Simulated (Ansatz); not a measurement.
A run for Ansatz (a program for electronic structure): R-PBE0/def2-TZVPP on AlH3S (SMILES [AlH2][SH]), a point of a torsion scan.

Ansatz 0.2 input:
```yaml
crystal:
  periodic: [false, false, false]
  atoms:
    - {symbol: Al, position_ang: [-0.63148553, -0.05558920, 0.11777573]}
    - {symbol: S, position_ang: [1.46652708, -0.61151129, 0.34714989]}
    - {symbol: H, position_ang: [-1.73102475, -1.09849216, -0.13723964]}
    - {symbol: H, position_ang: [-1.04192765, 1.42464892, 0.16821683]}
    - {symbol: H, position_ang: [1.52460221, -0.10055765, 1.57610842]}
basis:
  gaussian:
    orbitals: def2-TZVPP
hamiltonian:
  xc: {name: PBE0}
scf: {lower_state_search: off}
```

It printed:

```
WARN ansatz: RAYON_NUM_THREADS=1 ignored (pool sized by the plan → 1); use --threads N
Functional definition: PBE0
these checks for a lower state are left out or cut short: stability, starts, cluster_reference, orbital_swaps, neighbouring_geometries, increment
integrals: 0.04 GiB planned
792 factors; their error is unknown
mean field: 0.39 GiB planned
mean field evaluation 1: about -17474.3590 eV, gradient 1.7e1 eV
mean field evaluation 2: about -17474.7159 eV, gradient 1.5e1 eV
mean field evaluation 4: about -17475.1966 eV, gradient 6.8e-1 eV
mean field evaluation 8: about -17475.2169 eV, gradient 9.0e-3 eV
mean field -17475.21694624 eV, -642.2023776470 hartree, gradient 6.0e-6 eV, S^2 0.000000; 0 other end points of the search recorded, 0 dependent functions left out
reference -17475.21697501 eV, -642.2023787041 hartree; 16, 16 occupied and 110, 110 virtual orbitals, 792 factors
Total energy: -17475.21697501 eV, -642.2023787041 hartree
Checks for a lower state left out: stability, starts, cluster_reference, orbital_swaps, neighbouring_geometries, increment
```

The run converged.

Cost: around 1.5 core-seconds (rough).
